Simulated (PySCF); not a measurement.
# Electron correlation in Cu⁺ (copper, charge +1)

[Ar] 3d9 4p1, one real determinant (an excited configuration). Calculation: PySCF 2.14, in def2-TZVPPD; no relativity, point nucleus. Frozen: [Ne]; 18 electrons correlated.

MP2 pair energies summed by pair of shells (mhartree):

```csv
pair,energy,share (%)
3d-3d,-323.74,48.9
3p-3d,-201.71,30.5
3p-3p,-47.77,7.2
3s-3d,-44.89,6.8
3s-3p,-23.48,3.5
3d-4p,-13.82,2.1
3s-3s,-3.76,0.6
3p-4p,-2.27,0.3
3s-4p,-0.25,0.0
```

Total MP2 correlation energy: -661.71 mhartree.

Same-spin part -220.42 and opposite-spin part -441.29 mhartree; SCS-MP2 scales them by 1/3 and 6/5 to -603.02 mhartree.

The reference is one real determinant that mixes LS terms of this configuration.

This basis was not built for core-valence correlation, so the inner-shell part is incomplete.
